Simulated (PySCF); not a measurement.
C8H11N.
Atom-mapped SMILES: `[CH3:1][CH:2]1[CH2:3][C:4](=[CH:5][CH2:6][C:7]#[N:8])[CH2:9]1` (hydrogens: H10, H11, H12 on C1; H13 on C2; H14, H15 on C3; H16 on C5; H17, H18 on C6; H19, H20 on C9)

Structure used (GFN2-xTB), in Å, numbered top down from 1:
```xyz
20
C8H11N angstrom
C     -2.620    0.150    0.814
C     -1.748   -0.372   -0.313
C     -1.020    0.713   -1.139
C      0.291    0.119   -0.706
C      1.550    0.413   -0.968
C      2.713   -0.351   -0.388
C      3.341    0.436    0.644
N      3.819    1.080    1.460
C     -0.380   -0.941    0.124
H     -2.060    0.847    1.434
H     -2.964   -0.670    1.440
H     -3.490    0.667    0.413
H     -2.318   -1.067   -0.932
H     -1.185    1.731   -0.786
H     -1.200    0.684   -2.213
H      1.801    1.253   -1.601
H      2.371   -1.292    0.051
H      3.459   -0.566   -1.159
H     -0.182   -1.966   -0.190
H     -0.183   -0.858    1.194
```

Computed at PBE0/pcSseg-1 (PySCF, non-relativistic), with Q(14N) = 0.02044 b: N8, 14N (I = 1): χzz = -4.592 MHz, η = 0.031.

(1) Find the zero-field quadrupole resonance frequencies of 14N at N8.

## Answers

(1) From ν± = (3/4)|χ|(1 ± η/3) and ν0 = |χ|η/2: ν+ 3.479 MHz, ν− 3.409 MHz, ν0 0.070 MHz (nitrile nitrogen).

In a crystal, neighbours and librations shift these lines. Geometry: GFN2-xTB, one conformer, isolated molecule. GFN2-xTB bond lengths can be off by several hundredths of an ångström, more for odd bonds, and the gradients follow them. These gradients aren't converged with respect to the basis.
